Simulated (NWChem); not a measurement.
## Relativistic effects in F$_{2}$Ga

```
Ga
F 1 1.7661
F 1 1.7661 2 117.18
```
Charge 0, spin multiplicity 2.

Everything below was run with NWChem. The geometry was optimised at UB3LYP/def2-SVP, a minimum by its harmonic frequencies.

Functional B3LYP, all-electron basis x2c-SVPall-2c, contracted for the X2C Hamiltonian and used here with ZORA. The ion keeps the geometry and has multiplicity 1 in the scalar run; the spin-orbit run starts from the same electron counts.

The cost column gives rough processor time relative to scalar ZORA; each entry includes its own SCF.

B3LYP has NWChem's definition, with VWN1-RPA local correlation. The spin multiplicity of the parent species was assumed, not shown to be that of its ground state. The structure started from a generated list of species. No SCF solution was tested for a lower state.

```json
[
 {"Hamiltonian": "scalar ZORA", "ΔSCF ionisation energy (eV)": "10.51", "relative cost": "1"},
 {"Hamiltonian": "spin-orbit ZORA", "ΔSCF ionisation energy (eV)": "10.51", "relative cost": "under 3"}
]
```

From scalar ZORA to spin-orbit ZORA the ionisation energy hardly moves.
